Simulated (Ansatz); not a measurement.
C3H9BS, SMILES `CCB(C)S`, relaxed with RKS PBE0-D4/def2-TZVP in Ansatz 0.2.0 from a PBE-D4/def2-SVP geometry. The force threshold is 0.005 eV/Å; the program also tests the step.

Total charge 0; spin multiplicity 1.

Start:

```xyz
14

C    -1.135    1.093   -1.166
C     0.165    0.677   -0.472
B     0.193   -0.600    0.465
C     1.502   -0.974    1.269
S    -1.224   -1.697    0.699
H    -1.004    2.002   -1.788
H    -1.514    0.294   -1.839
H    -1.938    1.315   -0.432
H     0.568    1.522    0.136
H     0.967    0.506   -1.230
H     1.490   -1.969    1.756
H     1.657   -0.215    2.069
H     2.402   -0.910    0.620
H    -2.129   -1.046   -0.088
```

By how much does the energy fall, and how many steps does the optimiser take? (An estimate is asked.)

The calculation gave: 0.05 eV, in 5 steps.

Which bonds change most? (Best estimate.)

Ansatz gave: S5–H14 from 1.364 to 1.344 Å; C2–H10 from 1.117 to 1.100 Å; C1–H7 from 1.111 to 1.094 Å; C1–H8 from 1.111 to 1.094 Å.

Give the relaxed structure. (Best estimate.)

The calculation gave: 
```xyz
14

C    -1.124    1.083   -1.159
C     0.167    0.675   -0.468
B     0.190   -0.592    0.462
C     1.491   -0.964    1.258
S    -1.218   -1.679    0.699
H    -0.991    1.983   -1.764
H    -1.487    0.297   -1.827
H    -1.917    1.294   -0.435
H     0.554    1.510    0.132
H     0.955    0.510   -1.218
H     1.474   -1.946    1.734
H     1.647   -0.219    2.048
H     2.375   -0.905    0.615
H    -2.117   -1.047   -0.075
```
